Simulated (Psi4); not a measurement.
The Psi4 input:
```
memory 2 GB

molecule mol {
0 2
  N    -0.000000   -0.000000   -0.616237
  O     0.000000    0.000000    0.539208
}

set basis 6-31g*
set reference uks

energy('b3lyp')
print_variables()
```

### Question
What number of basis functions does B3LYP/6-31G* in Psi4 1.11 give?

### Answer
30

### Question
Estimate the nuclear repulsion energy that B3LYP/6-31G* returns for this input.

### Answer
25.6472 Eh

### Question
Predict the total energy from B3LYP/6-31G*.

### Answer
-129.8881 Eh

These values belong to the state on which the SCF converged, which isn't shown to be the lowest.
